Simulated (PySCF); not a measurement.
Excitations are Tamm–Dancoff values on a coarser integration grid. The basis has no diffuse functions, so Rydberg states are missing or too high.

Cartesian coordinates (Å):
SMILES: C(C#N)(=C)C[SiH3]
```xyz
13

C      1.8404    -0.6974     0.4124
C      0.9281     0.2295     0.1091
C      0.9506     1.4878     0.7975
N      0.9389     2.5128     1.3239
C     -0.1747     0.0505    -0.8963
Si    -1.8538    -0.3181    -0.0897
H      1.8449    -1.6531    -0.0947
H      2.5942    -0.5227     1.1663
H     -0.2792     0.9496    -1.5082
H      0.0707    -0.7765    -1.5652
H     -2.8880    -0.4009    -1.1472
H     -1.7685    -1.6132     0.6233
H     -2.2037     0.7517     0.8688
```
Charge 0, multiplicity 1.

Task: Give the brightest of the four lowest singlets (TDA), S1 excitation (TDA) and HOMO–LUMO gap at the level M06-2X/def2-TZVP // B3LYP-D3(BJ)/def2-TZVP (PySCF).

Result: 
* **brightest of the four lowest singlets (TDA)**: 6.52 eV
* **S1 excitation (TDA)**: 6.40 eV
* **HOMO–LUMO gap**: 8.42 eV
